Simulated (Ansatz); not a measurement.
CH₉NSSi₂, SMILES `NC[SiH2]S[SiH3]`. Charge 0, multiplicity 1. All single points use the PBE0-D4/def2-TZVP geometry. It is one conformer, not always the lowest.

```xyz
14

N    -0.723    0.616   -2.219
C    -0.479    1.230   -0.915
Si    1.050    0.573   -0.028
S     0.931   -1.566    0.122
Si   -0.238   -1.642    1.907
H     0.040    0.812   -2.855
H    -0.772   -0.392   -2.126
H    -0.386    2.314   -1.041
H    -1.361    1.084   -0.283
H     1.223    1.151    1.335
H     2.261    0.843   -0.848
H    -0.740   -3.032    2.033
H    -1.386   -0.701    1.824
H     0.580   -1.290    3.094
```

What is the dipole moment at ωB97M-V/def2-TZVPP? (An estimate is asked.)

Computed: 0.81 D, with components (0.22, 0.61, 0.48) D in this frame, pointing from negative to positive charge.

And with PBE, r2SCAN, B3LYP? (Estimate.)

The calculation gave: PBE 0.68 D, r2SCAN 0.74 D, B3LYP 0.78 D.

Give the Mulliken charges with ωB97M-V, B3LYP, PBE in def2-TZVPP. (An estimate is asked.)

Ansatz gave: 
```
atom  ωB97M-V  B3LYP    PBE
  N1    -0.27  -0.31  -0.30
  C2    -0.21  -0.14  -0.13
 Si3     0.21   0.32   0.24
  S4    -0.29  -0.33  -0.28
 Si5     0.17   0.30   0.24
  H6     0.11   0.13   0.14
  H7     0.11   0.13   0.14
  H8     0.12   0.09   0.10
  H9     0.12   0.10   0.10
 H10    -0.02  -0.07  -0.06
 H11    -0.01  -0.06  -0.05
 H12    -0.01  -0.05  -0.04
 H13    -0.02  -0.06  -0.04
 H14    -0.01  -0.05  -0.04
```

B3LYP here is the variant with VWN-RPA as its local correlation; programs differ in this.
